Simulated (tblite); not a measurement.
CH12OSi5.
Numbering: `[SiH3:1][Si:2]1([SiH3:3])[CH2:4][O:5][SiH2:6][SiH2:7]1` (hydrogens: H8, H9, H10 on Si1; H11, H12, H13 on Si3; H14, H15 on C4; H16, H17 on Si6; H18, H19 on Si7)

Structure optimised with GFN2-xTB, isolated species.

Question: Give the optimised bond lengths and angles.

Answer: 
```csv
bond,length (Å),order
"Si1–Si2, Si2–Si3",2.337,single
Si2–C4,1.958,single
C4–O5,1.406,single
O5–Si6,1.628,single
Si6–Si7,2.313,single
Si2–Si7,2.361,single
Si1–H8 and 5 like bonds,1.466,single
"C4–H14, C4–H15",1.096,single
Si6–H16,1.457,single
Si6–H17,1.470,single
"Si7–H18, Si7–H19",1.471,single
```

Bonds in one row agree within 0.01 Å and their mean is given. Orders are formal, as drawn. A selection of angles:
```csv
angle,degrees
Si2–Si1–H8,113.7
Si2–Si1–H9,110.2
H8–Si1–H9,106.7
H8–Si1–H10,106.1
Si1–Si2–Si3,114.6
Si1–Si2–C4,105.2
Si1–Si2–Si7,114.6
Si3–Si2–Si7,118.7
C4–Si2–Si7,94.7
Si2–C4–O5,113.2
Si2–C4–H14,110.9
Si2–C4–H15,110.5
O5–C4–H14,106.5
O5–C4–H15,108.7
H14–C4–H15,106.7
C4–O5–Si6,127.3
O5–Si6–Si7,99.3
O5–Si6–H16,100.1
O5–Si6–H17,110.0
Si7–Si6–H16,121.6
Si7–Si6–H17,114.1
H16–Si6–H17,109.7
Si6–Si7–H18,116.4
Si2–Si7–Si6,93.5
Si2–Si7–H18,113.7
H18–Si7–H19,104.1
```

Dihedral angles: Si1–Si2–C4–O5 88° (synclinal); Si2–C4–O5–Si6 44° (synclinal); C4–O5–Si6–Si7 -30°; O5–Si6–Si7–Si2 4° (synperiplanar); Si1–Si2–Si7–Si6 -98° (anticlinal). The mirror-image conformer, all signs reversed, is as good.

Si1 (SiH3 silicon) is distorted tetrahedral (angles from 106.1° to 113.7°). The 5-membered ring Si2–C4–O5–Si6–Si7 has internal angles of 93.5° to 127.3° (sum 528°, against 540° for a flat polygon); it is puckered, 0.15 Å rms from its mean plane, widest ring torsion 44°. The Si–Si distances run from 2.313 Å (Si6–Si7, drawn single) to 2.361 Å (Si2–Si7, drawn single), a spread of 0.048 Å. Si6 (oxygen-bound silicon) is distorted tetrahedral (angles from 99.3° to 121.6°). Si7 (SiH2 silicon) has angles from 93.5° to 116.4°. Si2 (four-coordinate silicon) has angles from 94.7° to 118.7°.

Point group: C1 (no symmetry element, even within 0.4 Å). Its GFN2-xTB frequencies are all real (lowest 34 cm⁻¹). One conformer, not necessarily the lowest.

These are computed values.
